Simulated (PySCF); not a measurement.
System: sum formula GeSiH3, net charge 0, doublet state. It need not be the lowest isomer of its formula. SMILES: [SiH]=[GeH2]
Geometry: optimised at B3LYP-D3(BJ)/def2-TZVP (Ansatz).

Dispersion corrections to the total energy (kcal/mol) from the dftd3 and dftd4 libraries through PySCF: D3(BJ) without and D4 with the three-body term, each with the damping fitted for the functional named.

```tsv
functional	D3(BJ)	D4
r2SCAN	…	-0.46
HSE06	-1.70	-1.73
B3LYP	-4.22	…
B2GP-PLYP	-3.18	-0.91
PW6B95	-1.55	…
BHLYP	-3.88	-3.28
BP86	-4.11	-2.99
```

### Question
Some entries are withheld; supply them.

### Answer

- r2SCAN, D3(BJ): -0.56
- B3LYP, D4: -3.57
- PW6B95, D4: -1.72
